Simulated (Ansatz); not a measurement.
Total energies of `O=C[NH][GeH3]`.

```xyz
9

O     0.6632    1.5973   -0.9681
C     0.2958    0.5205   -1.3855
N    -0.1323   -0.4745   -0.5813
Ge   -0.1579   -0.1728    1.2616
H     0.2857    0.2765   -2.4645
H    -0.4203   -1.3390   -1.0101
H    -1.1095    0.9845    1.5698
H     1.2661    0.1043    1.7469
H    -0.6908   -1.4968    1.8312
```

Charge 0, multiplicity 1. Correlated methods include outer-core shells of Ge, which these sets cover unevenly. Scalar relativity is left out up to krypton. The geometry is a stationary point of PBE0-D4/def2-TZVP. It is one conformer, not always the lowest. Basis def2-TZVPP, Ansatz 0.2.0.

RPA on PBE orbitals: Hartree–Fock energy of these orbitals -2245.47905 Eh, correlation -1.36017 Eh (frozen core).

| functional | energy without D4 (Eh) | D4 term (kJ/mol) |
| --- | --- | --- |
| r2SCAN | -2248.07886 | -3.8 |
| B2PLYP | -2247.68323 | – |

Give the same for LDA (SPW92), PBE, revPBE, BLYP, B97M-V, PBE0, B3LYP, r2SCANh, r2SCAN0, HSE06 (plane-wave form), BHLYP, CAM-B3LYP, LC-ωPBE, ωB97X-V, ωB97M-V, PBE-QIDH. (Estimate.)

The calculation gave: 
```json
{"functional": "LDA (SPW92)", "energy without D4 (Eh)": "-2243.65663", "D4 term (kJ/mol)": "–"}
{"functional": "PBE", "energy without D4 (Eh)": "-2247.66470", "D4 term (kJ/mol)": "-16.0"}
{"functional": "revPBE", "energy without D4 (Eh)": "-2247.96601", "D4 term (kJ/mol)": "-51.3"}
{"functional": "BLYP", "energy without D4 (Eh)": "-2248.18709", "D4 term (kJ/mol)": "-35.9"}
{"functional": "B97M-V", "energy without D4 (Eh)": "-2247.76142", "D4 term (kJ/mol)": "–"}
{"functional": "PBE0", "energy without D4 (Eh)": "-2247.72283", "D4 term (kJ/mol)": "-13.4"}
{"functional": "B3LYP", "energy without D4 (Eh)": "-2248.22954", "D4 term (kJ/mol)": "-25.9"}
{"functional": "r2SCANh", "energy without D4 (Eh)": "-2248.06000", "D4 term (kJ/mol)": "-4.0"}
{"functional": "r2SCAN0", "energy without D4 (Eh)": "-2248.03331", "D4 term (kJ/mol)": "-4.5"}
{"functional": "HSE06 (plane-wave form)", "energy without D4 (Eh)": "-2247.71479", "D4 term (kJ/mol)": "-12.4"}
{"functional": "BHLYP", "energy without D4 (Eh)": "-2248.06151", "D4 term (kJ/mol)": "-19.4"}
{"functional": "CAM-B3LYP", "energy without D4 (Eh)": "-2248.23027", "D4 term (kJ/mol)": "-13.5"}
{"functional": "LC-ωPBE", "energy without D4 (Eh)": "-2247.80131", "D4 term (kJ/mol)": "–"}
{"functional": "ωB97X-V", "energy without D4 (Eh)": "-2247.93334", "D4 term (kJ/mol)": "–"}
{"functional": "ωB97M-V", "energy without D4 (Eh)": "-2247.99603", "D4 term (kJ/mol)": "–"}
{"functional": "PBE-QIDH", "energy without D4 (Eh)": "-2247.37125", "D4 term (kJ/mol)": "–"}
```

B3LYP takes the VWN-RPA correlation (the form of Gaussian; ORCA's B3LYP/G). HSE06 is the plane-wave form, built on full-range PBE exchange. The double hybrids freeze the cores in their second-order part.

LC-ωPBE has ω = 0.4 bohr⁻¹.
